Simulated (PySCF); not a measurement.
# Name the molecule from its bond curve

A diatomic of charge 0 contains Pb. Its triplet curve at UHF-CCSD(T) in a double-zeta basis (scalar-relativistic core potentials, PySCF), in eV from the separated fragments:

```
R (Å)  E (eV)
2.188  -0.148
2.285  -0.353
2.358  -0.443
2.431  -0.493
2.504  -0.513
2.601  -0.507
2.723  -0.467
2.869  -0.398
```

The fit gives ωe = 335 cm⁻¹ and the rotational constant Bₑ = 0.3044 cm⁻¹.

Task: Which atom is the partner?

Result: The minimum lies at 2.532 Å, so the reduced mass is 16.8576 u Å² cm⁻¹/(Bₑ·Re²) = 8.638 u. With Pb at 207.98 u the partner weighs about 9.0 u: Be. The molecule is BePb.

Correlated steps freeze 4 core orbitals. Spin–orbit coupling is left out, which matters for elements this heavy, above all for dissociation energies. The state is the lowest determinant that a PBE0 search found; another state may lie lower at other levels.
